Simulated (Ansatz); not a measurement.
Isomers of Si7O6⁺ (doublet), relaxed with r2SCAN-D4/def2-SVP; total energies from Ansatz at PBE0-D4/def2-SVP.

| isomer | description | energy (Eh) |
| --- | --- | --- |
| A | point group not assigned; 12 × O–Si 1.63 to 1.74 Å; 4 × Si–Si 2.40 to 2.57 Å | -2475.59773 |
| B | point group not assigned; 13 × O–Si 1.64 to 1.89 Å; 2 × Si–Si 2.31 to 2.52 Å | -2475.60070 |

The isomers come from a short search, and lower ones may exist.

Problem. Work out the relative energies (1 Eh = 2625.5 kJ/mol) and the Boltzmann populations at 298 K from electronic energies alone (R = 8.314 J/mol/K).

Solution. ΔE: A 7.8, B 0.0 kJ/mol. RT = 2.48 kJ/mol. Factors exp(−ΔE/RT): A 0.0431, B 1; sum 1.043. Populations: A 4.1 %, B 95.9 %. Zero-point energy, vibrational entropy and symmetry numbers are left out and can shift these; an error of 4 kJ/mol changes a ratio by a factor of 5.0. Over the other density-functional and correlated levels in def2 sets, the gap between B and A ranges from -7 to 0 kJ/mol.
